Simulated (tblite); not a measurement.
Compound: C5H12Al2O2.
Atom-mapped SMILES: `[CH3:1][C:2]#[C:3][AlH-:4]1[O+:5]([CH3:6])[AlH2-:7][O+:8]1[CH3:9]` (hydrogens: H10, H11, H12 on C1; H13 on Al4; H14, H15, H16 on C6; H17, H18 on Al7; H19, H20, H21 on C9)
Bond orders are those of one Lewis drawing.

Computed with GFN2-xTB (tblite), gas phase: L-BFGS steps from a force-field or distance-geometry start until the largest atomic force falls under 0.01 eV/Å.

Step 7: E = -740.0869 eV
```
atom  x, y, z in Å  |  force x, y, z in eV/Å
C1      4.3091   -0.8983   -0.1936   -0.001   0.105  -0.020
C2      2.9175   -0.5868    0.0328   -0.161  -0.080  -0.095
C3      1.7341   -0.3571    0.1680    0.116   0.017  -0.120
Al4    -0.1040   -0.0183    0.5773   -0.070   0.106  -0.054
O5     -0.9391    1.4228   -0.2764    0.327   0.155   0.124
C6     -0.7108    2.7069    0.2591   -0.188   0.115   0.168
Al7    -2.4942    0.5261   -0.5306   -0.194   0.223  -0.187
O8     -1.3903   -0.9108   -0.3627   -0.097  -0.290  -0.093
C9     -1.9245   -2.1276    0.1150   -0.048  -0.120   0.248
H10     4.3975   -1.9214   -0.5631    0.105   0.047   0.104
H11     4.8638   -0.7692    0.7354    0.093  -0.126  -0.034
H12     4.7066   -0.2133   -0.9417    0.108  -0.013  -0.036
H13    -0.6514    0.0456    2.0159    0.063   0.019   0.181
H14     0.0091    3.3236   -0.3004   -0.164  -0.396  -0.023
H15    -0.3658    2.5601    1.2861    0.255   0.258   0.012
H16    -1.6734    3.2096    0.3106   -0.067   0.336  -0.052
H17    -3.2305    0.5406    0.8488   -0.172   0.077  -0.032
H18    -3.2610    0.7524   -1.8433    0.183  -0.054   0.009
H19    -1.1227   -2.7742    0.4779    0.043  -0.094  -0.206
H20    -2.5425   -2.6340   -0.6339    0.210   0.081  -0.001
H21    -2.5363   -1.8595    0.9730   -0.341  -0.365   0.109
```

Step 8: E = -740.1386 eV
```
atom  x, y, z in Å  |  force x, y, z in eV/Å
C1      4.3219   -0.9029   -0.1945   -0.163   0.177  -0.050
C2      2.9208   -0.5911    0.0294   -0.008  -0.099  -0.160
C3      1.7369   -0.3490    0.1479    0.116  -0.011  -0.091
Al4    -0.1079   -0.0139    0.5741    0.068  -0.021   0.116
O5     -0.9474    1.4153   -0.2285    0.301   0.434  -0.017
C6     -0.7072    2.7184    0.2688   -0.424  -0.054   0.169
Al7    -2.5025    0.5316   -0.5370   -0.283   0.221  -0.273
O8     -1.4164   -0.9094   -0.3346   -0.096  -0.320  -0.124
C9     -1.9361   -2.1436    0.1191    0.102  -0.066   0.275
H10     4.4103   -1.9301   -0.5706    0.105   0.234   0.210
H11     4.8704   -0.7662    0.7434    0.025  -0.181  -0.218
H12     4.7186   -0.2123   -0.9484    0.033  -0.154   0.140
H13    -0.6517    0.0553    2.0205    0.128  -0.020   0.148
H14     0.0055    3.3092   -0.3120   -0.033  -0.277  -0.130
H15    -0.3542    2.6033    1.2939    0.258   0.200   0.065
H16    -1.6706    3.2257    0.3122    0.002   0.289  -0.065
H17    -3.2320    0.5522    0.8450   -0.246   0.095  -0.065
H18    -3.2571    0.7541   -1.8829    0.294  -0.076   0.231
H19    -1.1188   -2.7800    0.4700   -0.015  -0.082  -0.202
H20    -2.5372   -2.6453   -0.6428    0.154   0.055  -0.033
H21    -2.5542   -1.9043    0.9811   -0.318  -0.347   0.074
```

Step 9: E = -740.1914 eV
```
atom  x, y, z in Å  |  force x, y, z in eV/Å
C1      4.3332   -0.9050   -0.1959   -0.261   0.178  -0.063
C2      2.9235   -0.5976    0.0224    0.121  -0.077  -0.201
C3      1.7405   -0.3405    0.1254    0.053  -0.036  -0.050
Al4    -0.1119   -0.0093    0.5720    0.181  -0.178   0.263
O5     -0.9505    1.4141   -0.1800    0.091   0.544  -0.164
C6     -0.7092    2.7309    0.2828   -0.443  -0.120   0.119
Al7    -2.5136    0.5416   -0.5465   -0.201   0.142  -0.213
O8     -1.4451   -0.9132   -0.3084   -0.090  -0.190  -0.071
C9     -1.9479   -2.1619    0.1283    0.177  -0.019   0.192
H10     4.4257   -1.9350   -0.5741    0.092   0.336   0.261
H11     4.8782   -0.7669    0.7481   -0.039  -0.189  -0.333
H12     4.7324   -0.2131   -0.9537   -0.029  -0.226   0.255
H13    -0.6493    0.0649    2.0289    0.192  -0.062   0.095
H14    -0.0005    3.2871   -0.3257    0.071  -0.119  -0.202
H15    -0.3366    2.6526    1.3029    0.191   0.140   0.092
H16    -1.6690    3.2495    0.3126    0.046   0.205  -0.045
H17    -3.2390    0.5663    0.8393   -0.301   0.121  -0.124
H18    -3.2481    0.7546   -1.9211    0.347  -0.073   0.365
H19    -1.1140   -2.7886    0.4578   -0.056  -0.076  -0.132
H20    -2.5276   -2.6554   -0.6520    0.072   0.001  -0.050
H21    -2.5800   -1.9583    0.9913   -0.213  -0.305   0.006
```

Step 10: E = -740.2411 eV
```
atom  x, y, z in Å  |  force x, y, z in eV/Å
C1      4.3396   -0.9043   -0.1980   -0.246   0.110  -0.052
C2      2.9259   -0.6048    0.0119    0.165  -0.019  -0.198
C3      1.7449   -0.3333    0.1034   -0.060  -0.054  -0.005
Al4    -0.1129   -0.0080    0.5744    0.183  -0.254   0.300
O5     -0.9521    1.4210   -0.1393   -0.181   0.391  -0.236
C6     -0.7158    2.7435    0.2985   -0.232  -0.040   0.006
Al7    -2.5258    0.5538   -0.5580    0.003   0.024  -0.022
O8     -1.4731   -0.9197   -0.2860   -0.062   0.017   0.050
C9     -1.9579   -2.1802    0.1401    0.152   0.010   0.020
H10     4.4420   -1.9336   -0.5722    0.062   0.288   0.228
H11     4.8852   -0.7715    0.7463   -0.075  -0.141  -0.311
H12     4.7455   -0.2169   -0.9552   -0.053  -0.184   0.250
H13    -0.6429    0.0725    2.0393    0.241  -0.102   0.054
H14    -0.0072    3.2617   -0.3409    0.093   0.027  -0.186
H15    -0.3163    2.7019    1.3123    0.066   0.078   0.050
H16    -1.6684    3.2774    0.3122    0.063   0.120   0.003
H17    -3.2521    0.5819    0.8312   -0.332   0.147  -0.194
H18    -3.2331    0.7537   -1.9502    0.335  -0.051   0.388
H19    -1.1098   -2.7990    0.4438   -0.066  -0.073  -0.023
H20    -2.5159   -2.6640   -0.6605   -0.004  -0.054  -0.044
H21    -2.6088   -2.0152    1.0012   -0.054  -0.241  -0.079
```

Task: Estimate the geometry and energy of step 11. (The exact step hangs on the optimiser's Hessian estimate; all steps are aligned on step 10, rigid shifts and turns removed.)

Result: E = -740.2774 eV, largest force 0.441 eV/Å
```
atom  x, y, z in Å  |  force x, y, z in eV/Å
C1      4.3396   -0.9018   -0.2000   -0.134   0.021  -0.025
C2      2.9278   -0.6097    0.0008    0.081   0.047  -0.153
C3      1.7485   -0.3300    0.0879   -0.158  -0.063   0.027
Al4    -0.1102   -0.0118    0.5818    0.073  -0.183   0.206
O5     -0.9563    1.4319   -0.1173   -0.324   0.091  -0.182
C6     -0.7223    2.7540    0.3098    0.028   0.068  -0.113
Al7    -2.5342    0.5632   -0.5664    0.194  -0.057   0.198
O8     -1.4929   -0.9238   -0.2705   -0.017   0.149   0.174
C9     -1.9633   -2.1932    0.1487    0.070   0.019  -0.137
H10     4.4545   -1.9269   -0.5660    0.025   0.106   0.127
H11     4.8887   -0.7778    0.7388   -0.068  -0.060  -0.157
H12     4.7538   -0.2227   -0.9520   -0.029  -0.048   0.126
H13    -0.6334    0.0754    2.0483    0.259  -0.125   0.050
H14    -0.0119    3.2426   -0.3539    0.062   0.129  -0.113
H15    -0.3008    2.7374    1.3190   -0.050   0.023  -0.033
H16    -1.6679    3.3001    0.3119    0.060   0.076   0.047
H17    -3.2685    0.5958    0.8216   -0.337   0.158  -0.237
H18    -3.2155    0.7519   -1.9616    0.278  -0.027   0.304
H19    -1.1077   -2.8080    0.4334   -0.043  -0.070   0.062
H20    -2.5067   -2.6701   -0.6664   -0.044  -0.083  -0.034
H21    -2.6301   -2.0596    1.0063    0.074  -0.173  -0.135
```

The energy changes by -0.0363 eV. The first-order estimate −F·Δx gives -0.0519 eV and the mean of the old and new forces, exact on a quadratic surface, -0.0363 eV. The step makes an angle of 66° with the force vector and moves no atom by more than 0.050 Å.

What follows is the cost of the whole relaxation. Hardware: one thread, Arm Neoverse N1 (aarch64), no GPU, on a shared host. Cost: 2.5 s of wall time.
